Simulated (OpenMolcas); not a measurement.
Pm2+: effect of the basis set

```
Program             : OpenMolcas 26.06
Method              : SS-CASPT2, IPEA 0.25 Eh, imaginary shift 0.1 Eh (closed shells correlated: 5s 5p)
Active space        : 5 electrons in 7 orbitals (4f)
State averaging     : 2S+1 = 6 odd, 21 roots; 2S+1 = 4 odd, 224 roots (128 in the spin-orbit step); 2S+1 = 2 odd, 249 roots kept (CI in the orbitals of an earlier block, 143 in the spin-orbit step)
Spin-orbit coupling : RASSI with atomic mean-field integrals over the reference wave functions, term energies averaged over their components
```

A. ANO-R1 [7s5p3d2f], X2C, finite nucleus; CASPT2 step about 2.6 core-minutes
B. ANO-RCC-VDZP [7s6p4d2f1g], DKH2, point nucleus; CASPT2 step of the order of 2.7 core-minutes
C. ANO-R2 [8s6p4d4f1g], X2C, finite nucleus; CASPT2 step about 3 core-minutes
D. ANO-RCC-VTZP [8s7p5d3f2g1h], DKH2, point nucleus; CASPT2 step about 5 core-minutes
E. ANO-R3 [9s7p5d5f3g1h], X2C, finite nucleus; CASPT2 step roughly 5 core-minutes
F. ANO-RCC-VQZP [9s8p6d4f3g2h], DKH2, point nucleus; CASPT2 step about 8 core-minutes

Energies in cm-1 above 4f5 6H* 5/2.

```tsv
Level	A	B	C	D	E	F
4f5 6H* 5/2	0.0	0.0	0.0	0.0	0.0	0.0
4f5 6H* 7/2	854	867	887	891	893	894
4f5 6H* 9/2	1868	1892	1928	1935	1938	1940
4f5 6H* 11/2	3000	3030	3070	3080	3080	3090
4f5 6H* 13/2	4200	4240	4280	4290	4290	4300
4f5 6H* 15/2	5470	5500	5530	5540	5540	5540
4f5 6F* 1/2	5900	6150	5740	5920	5640	5920
4f5 6F* 3/2	6110	6360	5930	6110	5820	6110
4f5 6F* 5/2	6540	6790	6350	6520	6230	6520
4f5 6F* 7/2	7260	7520	7090	7270	6970	7270
4f5 6F* 9/2	8260	8530	8110	8300	8010	8310
4f5 6F* 11/2	9450	9750	9340	9530	9240	9540
4f5 4F* 3/2(1)	16740	16330	15110	15030	14660	14930
4f5 4G* 7/2(1) [56 %]	18160	17590	16550	16350	16080	16230
4f5 4I* 9/2(1)	19330	18800	17850	17730	17560	17590
4f5 4I* 11/2(1)	19900	19400	18470	18340	18180	18200
4f5 4G* 9/2(1) [71 %]	20410	19820	18800	18580	18330	18460
4f5 4I* 13/2(1) [74 %]	20580	20090	19180	19050	18900	18910
4f5 4M* 17/2	21840	21840	20950	20900	20780	20820
4f5 4F* 7/2(1) [56 %]	22100	21610	20520	20370	20060	20260
4f5 4M* 19/2	23080	23100	22230	22180	22060	22100
4f5 4G* 11/2(1)	23190	22540	21580	21310	21080	21180
4f5 4L* 13/2 [56 %]	23960	23610	22680	22510	22390	22420
4f5 4K* 11/2	24090	23630	22760	22570	22460	22430
```

Among A to F the level of the table that moves most is 4f5 4G* 11/2(1), by 2100 cm-1 (lowest in E, highest in A). Moves below CASPT2's spread within the term are not significant.

CASPT2 does not keep the components of a term degenerate, so their means are used; among the terms shown or strongly mixed into the levels shown the widest spread is 570 cm-1 (4f5 4K*, B). High states are left out of the spin-orbit mixing, which shifts the levels that they would mix with. The CASPT2 spread within a term exceeds the gap to the next term for 4f5 4I*(1) and 4f5 4G*(1), so the order of their levels is uncertain, and so are names and mixing where such terms share a J (figures for A; the like holds for B, C, D, F). Only configurations of the active space appear. The table leaves out levels that lie high or whose names do not pair safely across all columns.

A share in square brackets marks a mixed level and gives the weight of the term that names it, the lowest over the columns. A number in round brackets counts repeated terms of one configuration in the order of the reference energies. * marks odd parity.
